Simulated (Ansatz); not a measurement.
[Co(PH3)Cl5]2- (CoPH₃Cl₅²⁻), relaxed as a singlet with RKS PBE0-D4/def2-SVPD in Ansatz, starting from the GFN2-xTB (ALPB water) geometry. Force threshold 0.02 eV/Å.

A multiply charged anion in the gas phase is held together partly by the finite basis. The highest occupied level of the charge -2 singlet lies above zero (up to 0.54 eV). The electron is either unbound and held by the finite basis, or the level is raised by self-interaction error. At PBE0-D4/def2-SVPD a triplet of charge -2 lies 0.17 eV below the restricted singlet, each at its own geometry.

Start:

```xyz
10

Co   -0.811    0.187    0.299
P     1.189   -0.285   -0.395
H     2.161    0.692   -0.312
H     1.344   -0.643   -1.715
H     1.886   -1.327    0.195
Cl   -2.996    0.743    0.817
Cl    0.012    1.864    1.553
Cl   -1.430   -1.559   -0.985
Cl   -0.635   -1.192    2.063
Cl   -0.720    1.520   -1.521
```

(1) Estimate the energy that the relaxation releases and the steps that it takes.

(2) Does the start keep its bonding and symmetry?

(3) Predict the relaxed structure.

Answers

(1) 0.14 eV, in 6 steps; 89 s on 4 threads of Arm Neoverse N1 on a shared host. No frequencies were taken in this run, so the end may be a saddle point.

(2) By distances, no bond broke or formed. The bond that changes most is Co1–Cl10, from 2.26 to 2.33 Å (atoms count from 1).

(3) 
```
atom    x (Å)    y (Å)    z (Å)
 Co1  -0.8552   0.2013   0.2984
  P2   1.1677  -0.2805  -0.3820
  H3   2.1561   0.7331  -0.2824
  H4   1.3339  -0.6672  -1.7329
  H5   1.8543  -1.3460   0.2645
 Cl6  -3.0157   0.7479   0.8330
 Cl7   0.0901   1.8849   1.5588
 Cl8  -1.4226  -1.6062  -1.0421
 Cl9  -0.5720  -1.2370   2.0691
Cl10  -0.7367   1.5697  -1.5845
```
Bond lengths: 5 × Cl–Co 2.29 to 2.33 Å; 1 × Co–P 2.19 Å; 3 × H–P 1.41 to 1.42 Å.
